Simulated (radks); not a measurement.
Species: In. Configuration: [Kr] 4d10 5s2 5p1 (the NIST ground configuration). Method: scalar-relativistic Kohn-Sham, LDA (Slater exchange, VWN5 correlation), spin-polarised, spherical densities, point nucleus; open shells are filled with parallel spins first (spin-orbit coupling, left out, can overturn this in heavy ions); hard spherical wall at 6 bohr; computed with a radial shooting solver on a logarithmic mesh with Libxc functionals. Some entries of the table are withheld. Estimate them.

| orbital | occ. | eigenvalue (eV) | r(max) (bohr) |
|---|---|---|---|
| 1s up | 1 | -27719.67 | 0.01924 |
| 1s down | 1 | -27719.65 | 0.01924 |
| 2s up | 1 | -4150.123 | 0.1087 |
| 2s down | 1 | -4150.118 | 0.1087 |
| 2p up | 3 | -3727.140 | 0.08694 |
| 2p down | 3 | -3727.129 | 0.08694 |
| 3s up | 1 | -785.8284 | 0.3159 |
| 3s down | 1 | -785.8152 | 0.3159 |
| 3p up | 3 | -647.3038 | 0.3091 |
| 3p down | 3 | -647.2893 | 0.3091 |
| 3d up | 5 | -431.5769 | 0.2579 |
| 3d down | 5 | -431.5644 | 0.2579 |
| 4s up | 1 | -118.0542 | 0.7689 |
| 4s down | 1 | -118.0288 | 0.7689 |
| 4p up | 3 | -76.6435 | 0.8150 |
| 4p down | 3 | -76.6117 | 0.8150 |
| 4d up | 5 | -17.3729 | 0.9315 |
| 4d down | 5 | -17.2694 | 0.9310 |
| 5s up | 1 | -7.5783 | 2.162 |
| 5s down | 1 | -6.9846 | 2.144 |
| 5p up | 1 | (1) | 2.730 |
| 5p down | 0 | (2) | 2.715 |
| 5d up | 0 | 6.8305 | 3.726 |
| 5d down | 0 | 7.4623 | 3.745 |
| 6s up | 0 | 8.7826 | 4.314 |
| 6s down | 0 | 9.2560 | 4.320 |
| 4f up | 0 | 12.3466 | 3.939 |
| 4f down | 0 | 12.9713 | 3.964 |

Answer. 
(1) 5p up eigenvalue (eV): -1.2503
(2) 5p down eigenvalue (eV): -0.5888
